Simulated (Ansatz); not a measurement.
A nudged elastic band was laid between two geometries of CH3BOS (7 atoms, charge 0, multiplicity 1).

Method: RKS BLYP/def2-SVP (Ansatz 0.2.0).

* movable images: 9
* climbing image: yes
* spring: 5.0 eV/Å²
* optimiser: quadratic models (default)
* start path: through a guess of the saddle point
* force threshold: 0.03 eV/Å
* iteration limit: 60
* end points: relaxed

Initial state:

```xyz
7
Properties=species:S:1:pos:R:3
B -0.990 0.440 -0.480
O -0.316 0.585 0.716
C 0.755 -0.322 0.393
S 0.117 -0.760 -1.328
H -2.016 0.993 -0.789
H 1.736 0.191 0.367
H 0.776 -1.195 1.076
```

Final state:

```xyz
7
Properties=species:S:1:pos:R:3
B -1.302 1.201 1.533
O -0.522 0.291 1.045
C 0.452 -0.271 0.154
S -0.243 -0.936 -1.404
H -0.460 0.276 -1.992
H 1.216 0.500 -0.051
H 0.919 -1.130 0.670
```

Question: Which bonds break or form, and what moves?

Answer: Bonds broken: B1–S4, B1–H5. Bonds formed: S4–H5.

Question: Give the energies along the band, and the barrier.

Answer: The run converged. The highest image is number 4 of 0 to 10, 72.4 kcal/mol above the first end and 16.3 kcal/mol above the last; the last end lies 56.0 kcal/mol above the first. Neighbouring images differ by up to 1.3 eV, so the band resolves the path poorly. A vibrational analysis at the climbing image gives one clearly imaginary mode, 645i cm⁻¹: a first-order saddle point. The orbitals stay closed-shell, which can raise the energy where a bond breaks towards radicals; this wasn't checked here.

```tsv
image	path coordinate (Å)	energy (kcal/mol)	B1–S4 (Å)	B1–H5 (Å)	S4–H5 (Å)
0	0.00	0.0	1.84	1.20	2.81
1	0.35	8.5	1.85	1.18	2.52
2	0.70	38.0	2.05	1.15	2.27
3	1.05	66.5	2.36	1.18	2.07
4	1.41	72.4	2.57	1.31	1.78
5	1.80	68.5	2.79	1.73	1.45
6	2.19	63.7	3.14	2.25	1.37
7	2.57	61.1	3.36	2.62	1.36
8	2.96	58.4	3.47	2.96	1.36
9	3.35	56.6	3.59	3.35	1.36
10	3.74	56.0	3.78	3.74	1.36
```

Question: What is the geometry of the highest image?

Answer: 
```xyz
7
Properties=species:S:1:pos:R:3
B -1.279 0.892 0.144
O -0.260 0.625 0.937
C 0.651 -0.285 0.272
S -0.031 -0.698 -1.440
H -1.392 0.377 -1.058
H 1.636 0.215 0.202
H 0.738 -1.194 0.898
```

The band took 18 iterations and roughly 3 core-minutes.

Run time: 3.5 min on 1 thread of Intel(R) Xeon(R) Platinum 8488C (Sapphire Rapids), with other jobs on the host, peak memory 0.15 GiB.
